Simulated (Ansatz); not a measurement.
Ansatz results at the PBE0-D4/def2-TZVP geometry: LUMO energy (PBE0/def2-TZVPP) -0.07 eV; HOMO–LUMO gap (B3LYP/def2-TZVPP) 6.49 eV; HOMO–LUMO gap (PBE/def2-TZVPP) 4.87 eV.

Each molecule was computed in one conformer, which needn't be the lowest.

**Question.** Which molecule gave them?
A. `O=C(S)BF`
B. `C[C@H]1B[Si@@H]1F`
C. `C[AsH]N[SiH3]`
D. `N[SiH]1CS1`

**Answer.** C. The others give `N[SiH]1CS1`: 0.45, 6.63, 5.00; `O=C(S)BF`: -2.50, 4.70, 2.74; `C[C@H]1B[Si@@H]1F`: -1.22, 5.01, 3.64.

B3LYP here is the variant with VWN-RPA as its local correlation; programs differ in this.
